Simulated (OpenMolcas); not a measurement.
# 3s2 3p2 along the 14-electron sequence

* Program: OpenMolcas
* Method: SS-RASPT2, IPEA 0.25 Eh, imaginary shift 0.1 Eh
* Basis: ANO-R3
* Scalar Hamiltonian: X2C, finite nucleus
* Spin-orbit coupling: state interaction with AMFI integrals over the reference wave functions, term energies averaged over their components

Active space for each ion: 2 electrons in 9 orbitals (RAS2 3p; RAS3 3d 4s, at most 1 electron); closed shells correlated by CASPT2: 2s 2p 3s.

Computed levels in cm-1 above 3P0:

| Level | P+ | S2+ | Cl3+ |
| --- | --- | --- | --- |
| 3P1 | 147 | 269 | 447 |
| 3P2 | 424 | 763 | 1243 |
| 1D2 | 8800 | 11160 | 13530 |
| 1S0 | 26420 | 32460 | 38260 |
| weight of 3P in the lowest level (%) | 100 | 100 | 100 |

Measured, with the error of the calculation in %. Measured levels: P+ from NIST Handbook of Basic Atomic Spectroscopic Data; S2+ from NIST levels in Podobedova, Kelleher and Wiese, J. Phys. Chem. Ref. Data 38, 171 (2009); Cl3+ from Moore, Atomic Energy Levels, vol. I, NSRDS-NBS 35 (1971 reprint of NBS Circular 467, 1949).

| Level | P+ | S2+ | Cl3+ |
| --- | --- | --- | --- |
| 3P1 | 165 (-11.1) | 299 (-10.0) | 491 (-9.0) |
| 3P2 | 469 (-9.7) | 833 (-8.4) | 1341 (-7.3) |
| 1D2 | 8882 (-0.9) | 11323 (-1.5) | 13766 (-1.7) |
| 1S0 | 21576 (+22.5) | 27161 (+19.5) | 32550 (+17.5) |

The fine-structure level 3P2 changes by a factor of 2.93 from P+ to Cl3+. Its fourth root runs 4.54, 5.26, 5.94, with steps per unit of Z of 0.72, 0.68; equal steps would mean a (Z - σ)^4 law with constant σ.

1D2 changes by a factor of 1.54 over the same range, with steps per unit of Z of +2360, +2370 cm-1.

CASPT2 breaks the degeneracy within a term, and the mean is taken; among the terms shown or strongly mixed into the levels shown the widest spread is 120 cm-1 (3s2 3p2 1D, S2+). Over all roots computed the reference weight is 0.88 to 0.96 in P+, 0.85 to 0.96 in S2+, 0.82 to 0.97 in Cl3+; the roots of lowest weight are the least certain, and an intruder state may touch them. With the s shell closed, the reference lacks s² → p² mixing. Some terms miss by over 15 % even with CASPT2, which points to a basis or an active space too small for the shells correlated. Measured partners are found by configuration, term and J. A level has none where our copy of the source lacks it or the pairing is in doubt (some pairs that miss far off the trend of their configuration count as doubtful), and it then counts in no deviation. Levels of configurations outside the active space are missing.
